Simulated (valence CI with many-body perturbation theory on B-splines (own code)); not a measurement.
Results of a calculation; reference values are marked as such.
Energy levels of Tc36+

Level of theory: configuration interaction combined with many-body perturbation theory (CI+MBPT): five valence electrons over a frozen Dirac-Fock core [He], a basis of 9 s, 9 p, 8 d, 6 f, 3 g, 1 h functions for each j, with the one-electron correlation potential Σ1 (screened to all orders), the two-electron term Σ2, the three-electron term Σ3, Breit, model QED; selected single and double excitations, second order for the rest (own B-spline code, finite nucleus).

No measured spectrum was set against this ion. As an estimate, large intervals hold to a few tenths of a per cent, small ones and those within an open d or f shell to about a per cent. Among the levels kept, up to 1900 cm⁻¹ of a level comes from second order outside the variational space, and about a tenth of that is noise between levels of different J, which matters for small intervals.

Levels 1 to 45 of 83, with energies above the lowest level, (2s^2 2p1/2^2 2p3/2) J=3/2. "Leading %" is the weight of the configuration and term that name the level; weights of strongly mixed levels are sums over their largest components and can fall short. In the jj column 3d3/2^4 stands for four electrons in 3d with j = 3/2.

```tsv
No.	Configuration	Term	J	E (× 10³ cm⁻¹)	Leading %	Leading jj	Second component
1	2s²2p³	²P°	3/2	0.00	42	2s^2 2p1/2^2 2p3/2 (98 %)	34 % 2s²2p³ ⁴S°
2	2s²2p³	⁴S°	3/2	890.70	51	2s^2 2p1/2 2p3/2^2 (98 %)	47 % 2s²2p³ ²D°
3	2s²2p³	²D°	5/2	1021.7	100	2s^2 2p1/2 2p3/2^2 (100 %)	
4	2s²2p³	²P°	1/2	1197.6	99	2s^2 2p1/2 2p3/2^2 (99 %)	
5	2s²2p³	²P°	3/2	2092.4	55	2s^2 2p3/2^3 (98 %)	29 % 2s²2p³ ²D°
6	2s2p⁴	⁴P	5/2	2178.4	82	2s 2p1/2^2 2p3/2^2 (97 %)	18 % 2s2p⁴ ²D
7	2s2p⁴	²S	1/2	2567.4	49	2s 2p1/2^2 2p3/2^2 (92 %)	47 % 2s2p⁴ ⁴P
8	2s2p⁴	⁴P	3/2	2575.0	38	2s 2p1/2^2 2p3/2^2 (88 %)	33 % 2s2p⁴ ²D
9	2s2p⁴	⁴P	3/2	3227.9	61	2s 2p1/2 2p3/2^3 (92 %)	28 % 2s2p⁴ ²D
10	2s2p⁴	²D	5/2	3421.8	82	2s 2p1/2 2p3/2^3 (97 %)	18 % 2s2p⁴ ⁴P
11	2s2p⁴	²P	1/2	3619.1	54	2s 2p1/2 2p3/2^3 (87 %)	33 % 2s2p⁴ ⁴P
12	2s2p⁴	²P	3/2	3715.4	60	2s 2p1/2 2p3/2^3 (96 %)	39 % 2s2p⁴ ²D
13	2s2p⁴	²P	1/2	4655.7	42	2s 2p3/2^4 (92 %)	38 % 2s2p⁴ ²S
14	2p⁵	²P°	3/2	5145.6	99	2p1/2^2 2p3/2^3 (99 %)	
15	2p⁵	²P°	1/2	6157.0	99	2p1/2 2p3/2^4 (99 %)	
16	2s²2p²3s	⁴P	1/2	22537	52	2s^2 2p1/2^2 3s (98 %)	25 % 2s²2p²3s ²S
17	2s²2p²3p	⁴D°	1/2	22928	42	2s^2 2p1/2^2 3p1/2 (98 %)	39 % 2s²2p²3p ²P°
18	2s²2p²3p	²P°	3/2	23269	26	2s^2 2p1/2^2 3p3/2 (96 %)	26 % 2s²2p²3p ⁴D°
19	2s²2p²3s	⁴P	3/2	23448	88	2s^2 2p1/2 2p3/2 3s (99 %)	10 % 2s²2p²3s ²P
20	2s²2p²3s	²P	1/2	23493	68	2s^2 2p1/2 2p3/2 3s (99 %)	31 % 2s²2p²3s ⁴P
21	2s²2p²3s	²D	5/2	23553	56	2s^2 2p1/2 2p3/2 3s (97 %)	42 % 2s²2p²3s ⁴P
22	2s²2p²3s	²D	3/2	23587	59	2s^2 2p1/2 2p3/2 3s (99 %)	39 % 2s²2p²3s ²P
23	2s²2p²3d	⁴F	3/2	23673	38	2s^2 2p1/2^2 3d3/2 (98 %)	25 % 2s²2p²3d ²D
24	2s²2p²3d	²D	5/2	23808	27	2s^2 2p1/2^2 3d5/2 (96 %)	22 % 2s²2p²3d ⁴D
25	2s²2p²3p	⁴P°	1/2	23836	42	2s^2 2p1/2 2p3/2 3p1/2 (98 %)	29 % 2s²2p²3p ⁴D°
26	2s²2p²3p	⁴D°	3/2	23874	54	2s^2 2p1/2 2p3/2 3p1/2 (98 %)	24 % 2s²2p²3p ²D°
27	2s²2p²3p	²F°	5/2	23952	40	2s^2 2p1/2 2p3/2 3p1/2 (97 %)	32 % 2s²2p²3p ²D°
28	2s²2p²3p	²P°	3/2	24090	36	2s^2 2p1/2 2p3/2 3p1/2 (92 %)	28 % 2s²2p²3p ⁴S°
29	2s²2p²3p	⁴D°	5/2	24133	51	2s^2 2p1/2 2p3/2 3p3/2 (96 %)	33 % 2s²2p²3p ⁴P°
30	2s²2p²3p	⁴P°	1/2	24163	39	2s^2 2p1/2 2p3/2 3p3/2 (98 %)	30 % 2s²2p²3p ²P°
31	2s²2p²3p	²D°	3/2	24201	49	2s^2 2p1/2 2p3/2 3p3/2 (95 %)	32 % 2s²2p²3p ⁴P°
32	2s²2p²3p	²F°	7/2	24245	56	2s^2 2p1/2 2p3/2 3p3/2 (98 %)	44 % 2s²2p²3p ⁴D°
33	2s²2p²3p	²P°	3/2	24286	43	2s^2 2p1/2 2p3/2 3p3/2 (93 %)	21 % 2s²2p²3p ⁴S°
34	2s²2p²3p	²D°	5/2	24349	51	2s^2 2p1/2 2p3/2 3p3/2 (93 %)	23 % 2s²2p²3p ²F°
35	2s²2p²3p	²P°	1/2	24431	82	2s^2 2p1/2 2p3/2 3p3/2 (96 %)	8 % 2s²2p²3p ⁴D°
36	2s2p³3s	⁶S°	5/2	24534	51	2s 2p1/2^2 2p3/2 3s (83 %)	32 % 2s2p³3s ⁴P°
37	2s²2p²3s	⁴P	5/2	24546	54	2s^2 2p3/2^2 3s (95 %)	41 % 2s²2p²3s ²D
38	2s²2p²3s	²P	3/2	24584	25	2s^2 2p3/2^2 3s (48 %)	21 % 2s²2p²3d ⁴F
39	2s²2p²3s	²P	3/2	24598	25	2s^2 2p1/2 2p3/2 3d3/2 (50 %)	21 % 2s²2p²3d ⁴F
40	2s²2p²3d	⁴F	5/2	24605	55	2s^2 2p1/2 2p3/2 3d3/2 (95 %)	37 % 2s²2p²3d ²F
41	2s²2p²3d	⁴D	1/2	24611	80	2s^2 2p1/2 2p3/2 3d3/2 (99 %)	14 % 2s²2p²3d ²P
42	2s²2p²3d	⁴F	7/2	24656	62	2s^2 2p1/2 2p3/2 3d5/2 (88 %)	28 % 2s²2p²3d ⁴D
43	2s2p³3s	⁴S°	3/2	24672	44	2s 2p1/2^2 2p3/2 3s (87 %)	26 % 2s2p³3s ²P°
44	2s²2p²3d	²F	7/2	24690	41	2s^2 2p1/2 2p3/2 3d3/2 (77 %)	29 % 2s²2p²3d ²G
45	2s²2p²3d	⁴P	5/2	24715	39	2s^2 2p1/2 2p3/2 3d5/2 (61 %)	39 % 2s²2p²3d ²F
```

The ionisation energy to 2s²2p² ³P0 of the next ion comes out as 5056.2 eV (NIST: 5060 ± 40 eV (semi-empirical)). All 83 levels together are meant to be complete up to 25718 × 10³ cm⁻¹.
